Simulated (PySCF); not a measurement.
Screening by computed properties: pick the candidate that meets the target.

Species are written as SMILES; each is one conformer at its optimised geometry, gas phase, non-relativistic unless stated. Electronic properties by PySCF.

Dipoles, sizes and rotational constants follow the conformer. The torsions of the flexible species, by atom-mapped SMILES:
- `[CH3:1][CH2:2]/[CH:3]=[N:4]/[N:5]([CH2:6][CH3:7])[CH:8]1[CH2:9][CH2:10]1`: C1–C2–C3–N4 116°, C3–N4–N5–C6 -11°, N4–N5–C6–C7 -77°, N4–N5–C8–C9 58°
- `[CH2:1]=[CH:2][CH2:3][N:4]([N:5]=[CH2:6])[C:7]([CH3:8])([CH3:9])[CH3:10]`: C1–C2–C3–N4 -3°, C2–C3–N4–N5 85°, C3–N4–N5–C6 -10°, C3–N4–C7–C8 -72°
- `[NH2:1][c:2]1[cH:3][cH:4][cH:5][cH:6][n:7]1`: H–N1–C2–C3 -169°, H–N1–C2–C3 -22°
- `[CH2:1]=[CH:2][N:3]([CH3:4])[N:5]([CH2:6][CH3:7])[CH:8]1[CH2:9][CH2:10]1`: C1–C2–N3–C4 1°, C2–N3–N5–C6 -110°, N3–N5–C6–C7 158°, N3–N5–C8–C9 -58°

Question: Wanted: HOMO energy above -5.5 eV (PBE0/pcSseg-1) and smallest rotational constant below 0.86 GHz (GFN2-xTB), at GFN2-xTB geometries. Which candidate meets both?
A. `C=CN(C)N(CC)C1CC1`
B. `CC(N(CC=C)N=C)(C)C`
C. `NC1=CC=CC=N1`
D. `C(=N\N(CC)C1CC1)/CC`

Answer: A. Computed values:
```csv
species,HOMO energy,smallest rotational constant
NC1=CC=CC=N1,-6.21 eV,1.883 GHz
CC(N(CC=C)N=C)(C)C,-5.86 eV,0.910 GHz
C(=N\N(CC)C1CC1)/CC,-5.53 eV,0.629 GHz
C=CN(C)N(CC)C1CC1,-5.41 eV,0.801 GHz
```
